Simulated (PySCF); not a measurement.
PySCF input for H₂O₂V, SMILES [OH][V][OH] (connectivity only; charge and spin as stated), neutral, multiplicity 4, TDA-PBE/def2-SVPD. Coordinates come from a PBE0-D3(BJ)/def2-TZVP optimisation. The multiplicity is an assumed one; other spin states were not compared. One conformer was computed; it need not be the lowest.

```python
import numpy as np
from pyscf import gto, scf, dft, tdscf

mol = gto.M(
    atom='''
    V     0.00000000    0.00000000    0.00000000
    O     0.00000000    0.00000000    1.77443746
    H     0.00000000    0.00000000    2.72604606
    O     0.00000000    0.00000000   -1.77443746
    H     0.00000000    0.00000000   -2.72604606
    ''',
    basis='def2-SVPD',
    charge=0,
    spin=3,
    max_memory=1600,
    verbose=4,
)
mf = dft.UKS(mol, xc='pbe').density_fit(auxbasis='def2-universal-jkfit')
mf.grids.level = 3
mf.conv_tol = 1e-9
mf.max_cycle = 100
mf.kernel()
fine, coarse = mf.grids, dft.Grids(mol).set(level=1).build(with_non0tab=True)
for _ in range(3):  # follow internal instabilities
    mf.grids = coarse
    mo, _, stable, _ = mf.stability(return_status=True, nroots=4)
    mf.grids = fine
    if stable:
        break
    mf.kernel(mf.make_rdm1(mo, mf.mo_occ))
mf.grids = dft.Grids(mol).set(level=1).build(with_non0tab=True)  # coarser grid for the response kernel
td = tdscf.TDA(mf)
td.nstates = 10
td.conv_tol = 1e-4
td.positive_eig_threshold = 1e-6
td.kernel(x0=td.get_init_guess(mf, 15))
td.analyze()
```

Program output:

```
PySCF version 2.14.0

[INPUT] verbose = 4
[INPUT] num. atoms = 5
[INPUT] num. electrons = 41
[INPUT] charge = 0
[INPUT] spin (= nelec alpha-beta = 2S) = 3
[INPUT] symmetry False subgroup None
[INPUT] Mole.unit = angstrom
[INPUT] Symbol           X                Y                Z      unit          X                Y                Z       unit  Magmom
[INPUT]  1 V      0.000000000000   0.000000000000   0.000000000000 AA    0.000000000000   0.000000000000   0.000000000000 Bohr   0.0
[INPUT]  2 O      0.000000000000   0.000000000000   1.774437460000 AA    0.000000000000   0.000000000000   3.353200824569 Bohr   0.0
[INPUT]  3 H      0.000000000000   0.000000000000   2.726046060000 AA    0.000000000000   0.000000000000   5.151480456350 Bohr   0.0
[INPUT]  4 O      0.000000000000   0.000000000000  -1.774437460000 AA    0.000000000000   0.000000000000  -3.353200824569 Bohr   0.0
[INPUT]  5 H      0.000000000000   0.000000000000  -2.726046060000 AA    0.000000000000   0.000000000000  -5.151480456350 Bohr   0.0

nuclear repulsion = 139.094248873855
number of shells = 38
number of NR pGTOs = 162
number of NR cGTOs = 96
basis = def2-SVPD
ecp = {}


[settings echo left out]
init E= -1094.97568745864

WARN: alpha nocc = 22  HOMO -0.271529979177337 >= LUMO -0.271529979177335

  beta  nocc = 19  HOMO = -0.46219847227348  LUMO = -0.298015020142098

WARN: HOMO -0.271529979177337 >= LUMO -0.298015020142098

cycle= 1 E= -1094.73624789538  delta_E= 0.239  |g|= 0.849  |ddm|= 2.59
  alpha nocc = 22  HOMO = 0.059987492896469  LUMO = 0.0713084112907252
  beta  nocc = 19  HOMO = -0.0451261829596614  LUMO = -0.00250174743193554

WARN: HOMO 0.059987492896469 >= LUMO -0.00250174743193554

cycle= 2 E= -1091.24458890646  delta_E= 3.49  |g|= 2.46  |ddm|= 21.1
  alpha nocc = 22  HOMO = -0.240139078505587  LUMO = -0.16361699625035
  beta  nocc = 19  HOMO = -0.287940389123429  LUMO = -0.201181540835756
  HOMO = -0.240139078506  LUMO = -0.201181540836  gap/eV = 1.06009
cycle= 3 E= -1094.62025610493  delta_E= -3.38  |g|=  1.1  |ddm|= 20.9
  alpha nocc = 22  HOMO = -0.160897516587731  LUMO = -0.0744372610424073
  beta  nocc = 19  HOMO = -0.309930639593839  LUMO = -0.123380324145499
  HOMO = -0.160897516588  LUMO = -0.123380324145  gap/eV = 1.02089
cycle= 4 E= -1095.10759242029  delta_E= -0.487  |g|= 0.141  |ddm|= 0.809
  alpha nocc = 22  HOMO = -0.143134837069316  LUMO = -0.0368859404705909
  beta  nocc = 19  HOMO = -0.271758343169265  LUMO = -0.0825835611914671
  HOMO = -0.143134837069  LUMO = -0.0825835611915  gap/eV = 1.64768
cycle= 5 E= -1095.11641040908  delta_E= -0.00882  |g|= 0.0416  |ddm|= 0.226
  alpha nocc = 22  HOMO = -0.139929375166399  LUMO = -0.0310910819661417
  beta  nocc = 19  HOMO = -0.272123321518761  LUMO = -0.0801476075267695
  HOMO = -0.139929375166  LUMO = -0.0801476075268  gap/eV = 1.62674
cycle= 6 E= -1095.11708722992  delta_E= -0.000677  |g|= 0.00958  |ddm|= 0.0563
  alpha nocc = 22  HOMO = -0.140891409701432  LUMO = -0.0318991370706134
  beta  nocc = 19  HOMO = -0.273838767705404  LUMO = -0.0801794615023264
  HOMO = -0.140891409701  LUMO = -0.0801794615023  gap/eV = 1.65206
cycle= 7 E= -1095.11712684996  delta_E= -3.96e-05  |g|= 0.00383  |ddm|= 0.0124
  alpha nocc = 22  HOMO = -0.141740893218404  LUMO = -0.0326871009281974
  beta  nocc = 19  HOMO = -0.274294529251751  LUMO = -0.0805117273545966
  HOMO = -0.141740893218  LUMO = -0.0805117273546  gap/eV = 1.66613
cycle= 8 E= -1095.1171349579  delta_E= -8.11e-06  |g|= 0.000385  |ddm|= 0.00535
  alpha nocc = 22  HOMO = -0.141841842443039  LUMO = -0.0327783529846535
  beta  nocc = 19  HOMO = -0.27434272458505  LUMO = -0.0804914445211278
  HOMO = -0.141841842443  LUMO = -0.0804914445211  gap/eV = 1.66943
cycle= 9 E= -1095.11713504209  delta_E= -8.42e-08  |g|= 0.000245  |ddm|= 0.00126
  alpha nocc = 22  HOMO = -0.14177904279576  LUMO = -0.0327155982780574
  beta  nocc = 19  HOMO = -0.27433843676041  LUMO = -0.080462983872386
  HOMO = -0.141779042796  LUMO = -0.0804629838724  gap/eV = 1.66849
cycle= 10 E= -1095.11713507382  delta_E= -3.17e-08  |g|= 3.6e-05  |ddm|= 0.000314
  alpha nocc = 22  HOMO = -0.141784234055991  LUMO = -0.0327191264971751
  beta  nocc = 19  HOMO = -0.27433963553083  LUMO = -0.0804640756177744
  HOMO = -0.141784234056  LUMO = -0.0804640756178  gap/eV = 1.66861
cycle= 11 E= -1095.11713507474  delta_E= -9.23e-10  |g|= 5.29e-06  |ddm|= 5.41e-05
  alpha nocc = 22  HOMO = -0.141782494485009  LUMO = -0.0327171266765219
  beta  nocc = 19  HOMO = -0.274341753977409  LUMO = -0.0804631355496701
  HOMO = -0.141782494485  LUMO = -0.0804631355497  gap/eV = 1.66858
Extra cycle  E= -1095.1171350746  delta_E= 1.41e-10  |g|= 1.86e-05  |ddm|= 1.87e-05
converged SCF energy = -1095.1171350746  <S^2> = 3.7709157  2S+1 = 4.0104442
tot grids = 22864
uhf_internal: lowest eigs of H = [0.05087379 0.05089427 0.09144744 0.09144941]
<class 'pyscf.df.df_jk.DFUKS'> wavefunction is stable in the internal stability analysis
tot grids = 22864
Overwritten attributes  positive_eig_threshold  of <class 'pyscf.tdscf.uks.TDA'>


******** <class 'pyscf.tdscf.uks.TDA'> for <class 'pyscf.df.df_jk.DFUKS'> ********
nstates = 10
deg_eia_thresh = 1.000e-03
wfnsym = None
conv_tol = 0.0001
eigh lindep = 1e-12
eigh level_shift = 0
eigh max_cycle = 100


Excitation energies (eV)
[1.07574237 1.07574237 1.46592065 1.46592129 1.80565129 1.80565133
 3.1549983  3.15501679 3.63644304 3.67772064]

** Excitation energies and oscillator strengths **
Excited State   1:      1.07574 eV   1152.55 nm  f=0.0000
      21a ->   24a     -0.70341
      22a ->   23a     -0.70408
Excited State   2:      1.07574 eV   1152.55 nm  f=0.0000
      21a ->   23a     -0.70341
      22a ->   24a      0.70408
Excited State   3:      1.46592 eV    845.78 nm  f=0.0000
      20a ->   23a      0.81766
      21a ->   23a      0.21308
      21a ->   24a      0.34670
      22a ->   23a     -0.34547
      22a ->   24a      0.21232
Excited State   4:      1.46592 eV    845.78 nm  f=0.0000
      20a ->   24a     -0.81766
      21a ->   23a     -0.34670
      21a ->   24a      0.21308
      22a ->   23a     -0.21232
      22a ->   24a     -0.34547
Excited State   5:      1.80565 eV    686.65 nm  f=0.0000
      20a ->   23a      0.57511
      21a ->   23a     -0.29980
      21a ->   24a     -0.49292
      22a ->   23a      0.49308
      22a ->   24a     -0.29990
Excited State   6:      1.80565 eV    686.65 nm  f=0.0000
      20a ->   24a     -0.57511
      21a ->   23a      0.49292
      21a ->   24a     -0.29980
      22a ->   23a      0.29990
      22a ->   24a      0.49308
Excited State   7:      3.15500 eV    392.98 nm  f=0.0000
      22a ->   25a      0.99910
Excited State   8:      3.15502 eV    392.97 nm  f=0.0000
      21a ->   25a     -0.99910
Excited State   9:      3.63644 eV    340.95 nm  f=0.0000
      16a ->   24a      0.10016
      17a ->   23a      0.10016
      20a ->   25a      0.98126
Excited State  10:      3.67772 eV    337.12 nm  f=0.0000
      21a ->   27a      0.70548
      22a ->   26a     -0.70638

** Transition electric dipole moments (AU) **
state          X           Y           Z        Dip. S.      Osc.
  1        -0.0000      0.0000      0.0000      0.0000      0.0000
  2         0.0000      0.0000     -0.0000      0.0000      0.0000
  3         0.0000      0.0000     -0.0000      0.0000      0.0000
  4        -0.0000      0.0000      0.0000      0.0000      0.0000
  5         0.0000      0.0000      0.0000      0.0000      0.0000
  6        -0.0000      0.0000     -0.0000      0.0000      0.0000
  7         0.0000      0.0000      0.0000      0.0000      0.0000
  8        -0.0000      0.0000     -0.0000      0.0000      0.0000
  9        -0.0000      0.0000      0.0000      0.0000      0.0000
 10        -0.0002     -0.0000      0.0000      0.0000      0.0000

** Transition velocity dipole moments (imaginary part, AU) **
state          X           Y           Z        Dip. S.      Osc.
  1         0.0000     -0.0000      0.0000      0.0000      0.0000
  2        -0.0000     -0.0000     -0.0000      0.0000      0.0000
  3        -0.0000     -0.0000     -0.0000      0.0000      0.0000
  4         0.0000     -0.0000      0.0000      0.0000      0.0000
  5        -0.0000     -0.0000      0.0000      0.0000      0.0000
  6         0.0000     -0.0000     -0.0000      0.0000      0.0000
  7         0.0000     -0.0000      0.0000      0.0000      0.0000
  8        -0.0000      0.0000      0.0000      0.0000      0.0000
  9        -0.0000     -0.0000      0.0000      0.0000      0.0000
 10        -0.0000     -0.0000      0.0000      0.0000      0.0000

** Transition magnetic dipole moments (imaginary part, AU) **
state          X           Y           Z
  1        -0.0013     -0.0005      0.0000
  2        -0.0005      0.0013      0.0000
  3        -1.3482      0.3821      0.0000
  4        -0.3821     -1.3482      0.0000
  5         0.5393     -0.1501     -0.0000
  6         0.1501      0.5393     -0.0000
  7        -0.0000     -0.0000      0.0000
  8        -0.0000      0.0000     -0.0000
  9        -0.0000     -0.0000     -0.0000
 10        -0.0000      0.0000     -0.0000
```

The run converged.

Cost: about 2.5 core-minutes (a rough figure).
